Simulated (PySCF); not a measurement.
# Spinor energies of In (indium, neutral)

Start: [Kr] 4d10 5s2 5p1; 5p1/2 filled at m_j = +1/2. Calculated with PySCF 2.14 in x2c-QZVPPall-2c (13s13p9d4f1g, 134 functions): generalised Hartree-Fock with the X2C-1e Hamiltonian and a Gaussian nucleus; one run each with spin-orbit coupling (SO) switched off, then screened by Boettger's factors.

| spinor shell | electrons | ε, spin-free (eV) | ε, screened SO (eV) | weight of nominal j (screened SO) | rms radius, screened SO (bohr) |
| --- | --- | --- | --- | --- | --- |
| 1s1/2 | 2 | -28081.9 | -28079.6 | 1.000 | 0.0340 |
| 2s1/2 | 2 | -4295.6 | -4294.8 | 1.000 | 0.139 |
| 2p1/2 | 2 | -3848.4 | -3994.6 | 1.000 | 0.120 |
| 2p3/2 | 4 | -3848.4 | -3781.3 | 1.000 | 0.125 |
| 3s1/2 | 2 | -854.28 | -853.96 | 1.000 | 0.371 |
| 3p1/2 | 2 | -704.13 | -731.29 | 1.000 | 0.365 |
| 3p3/2 | 4 | -704.13 | -691.43 | 1.000 | 0.376 |
| 3d3/2 | 4 | -471.84 | -476.43 | 1.000 | 0.350 |
| 4s1/2 | 2 | -144.39 | -144.20 | 1.000 | 0.907 |
| 4p1/2 | 2 | -97.297 | -102.02 | 1.000 | 0.970 |
| 4p3/2 | 4 | -97.297 | -94.908 | 1.000 | 1.00 |
| 4d3/2 | 4 | -27.503 | -27.960 | 1.000 | 1.27 |
| 4d5/2 | 6 | -27.503 | -26.936 | 1.000 | 1.28 |
| 5s1/2 | 2 | -10.807 | -10.723 | 0.995 | 2.94 |
| 5p1/2 | 1 | -5.525 | -5.713 | 0.981 | 3.92 |

**Question.** Where does 3d5/2 lie, and what is the 3d spin-orbit splitting (screened SO)?

**Answer.** At -468.38 eV, 8.056 eV above 3d3/2.

```json
{"quantity": "E (hartree)", "spin-free": "-5877.69965", "screened SO": "-5878.99929"}
{"quantity": "M_J", "spin-free": "1/2", "screened SO": "1/2"}
{"quantity": "⟨J²⟩", "spin-free": "1.137", "screened SO": "0.823"}
{"quantity": "⟨L²⟩", "spin-free": "2.054", "screened SO": "2.070"}
{"quantity": "⟨S²⟩", "spin-free": "0.768", "screened SO": "0.784"}
```

⟨J²⟩ departs a little from M_J(M_J + 1) because the unrestricted spinors polarise the closed shells.

Breit and QED terms are absent; they matter most for the inner s and p1/2 levels.

Densities and radii are taken from the X2C orbitals without a picture-change correction, which distorts them close to the nucleus.

Without spin-orbit coupling the j labels of p, d and f shells carry no meaning; the spin-free column gives the mean over the occupied spinors of each nl shell, and its ⟨J²⟩ belongs to a mixture of degenerate components.
